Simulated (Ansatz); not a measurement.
`[F][Sn]([F])([F])[GeH3]` + `C[O][W]([OH])([OH])([OH])([OH])[Cl]` → `C[O][Sn]([F])([F])[GeH3]` + `[OH][W]([OH])([OH])([OH])([F])[Cl]`  (redistribution)

Calculated with Ansatz (gas phase, PBE0-D4/def2-TZVP geometries, no zero-point term in ΔE). CCSD(T)/CBS is the MP2 limit (def2-TZVPP, def2-QZVPP) plus CCSD(T) − MP2 in def2-TZVPP, frozen cores. DFT in def2-TZVPP. def2 core potentials past Kr. For Ge, Sn, W outer-core shells are correlated without core-valence functions, which leaves a few kJ/mol of doubt a bond. Scalar relativity is left out up to krypton. One conformer a species, not always the lowest.

`[F][Sn]([F])([F])[GeH3]`:

Z-matrix (Å, degrees):
```
Sn
F 1 1.903
F 1 1.903 2 103.4
F 1 1.903 2 103.4 3 107.5
Ge 1 2.595 2 115.0 3 -126.2
H 5 1.528 1 106.4 2 60.4
H 5 1.528 1 106.4 2 -59.6
H 5 1.528 1 106.4 2 -179.6
```

`C[O][W]([OH])([OH])([OH])([OH])[Cl]`:

Z-matrix (Å, degrees):
```
W
O 1 1.893
O 1 1.856 2 85.9
C 1 3.060 2 72.9 3 -11.2
O 1 1.877 2 103.1 3 89.9
Cl 1 2.426 2 87.4 3 -85.6
O 1 1.900 2 164.5 3 -127.8
O 1 1.912 2 80.1 3 -177.7
H 1 2.498 2 19.8 3 -160.6
H 1 2.483 2 100.3 3 -174.4
H 1 2.506 2 146.8 3 -105.5
H 4 1.092 1 132.1 2 127.1
H 4 1.095 1 93.9 2 5.4
H 4 1.094 1 99.4 2 -104.6
H 5 0.961 1 123.4 2 -102.2
```

`C[O][Sn]([F])([F])[GeH3]`:

```xyz
12

C     1.569   -1.967    0.090
O     0.421   -1.217    0.443
Sn    0.070    0.513   -0.357
F     0.144    0.227   -2.251
F     1.662    1.541   -0.075
Ge   -2.089    1.707    0.430
H     1.575   -2.227   -0.974
H     1.549   -2.891    0.671
H     2.495   -1.431    0.325
H    -2.163    3.037   -0.321
H    -1.968    1.915    1.940
H    -3.264    0.793    0.079
```

`[OH][W]([OH])([OH])([OH])([F])[Cl]`:

Cartesian coordinates in Å:
```
O 0.758 -1.357 -1.160
W 0.061 -0.094 0.053
O 1.481 0.030 1.240
O 0.793 1.253 -1.013
O -1.613 0.176 -0.742
F -0.609 -1.650 0.892
Cl -0.987 1.236 1.778
H 0.567 -2.285 -0.988
H 1.470 0.498 2.080
H 0.422 1.575 -1.839
H -2.343 0.618 -0.301
```

CCSD(T)/CBS gives +0.16 eV.

Q: Another level gave +0.09 eV. Which?
A. ωB97M-V/def2-TZVPP
B. MP2/def2-TZVPP
C. CCSD(T)/def2-TZVPP
D. LC-ωPBE/def2-TZVPP

A: A. ωB97M-V 0.09, LC-ωPBE 0.03, CCSD(T)/def2-TZVPP 0.16, MP2/def2-TZVPP 0.21 eV.

Q: What do rigid-rotor, harmonic-oscillator terms from PBE0-D4/def2-TZVP frequencies (298.15 K, 1 bar) make of the CCSD(T)/CBS value? (An estimate is asked.)

A: Ansatz gave: ΔZPE = -0.01 eV, ΔH = +0.15 eV, ΔS = 19 J/(mol·K), ΔG = +0.09 eV. Modes under 50 cm⁻¹ make the entropy rough.

Largest T1 diagnostic among the species: 0.022, so the coupled-cluster value is less sure than usual.

Leaving LDA and LC-ωPBE aside and taking each functional with its dispersion term where it has one, the values, not all of them listed here, spread over 0.07 eV, from ωB97X-V to BLYP-D4. LDA lies +0.05 eV from PBE without D4. In def2-TZVPP, CCSD(T) changes the Hartree–Fock value by +0.14 eV (the triples alone add +0.04 eV) and MP2 by +0.19 eV.
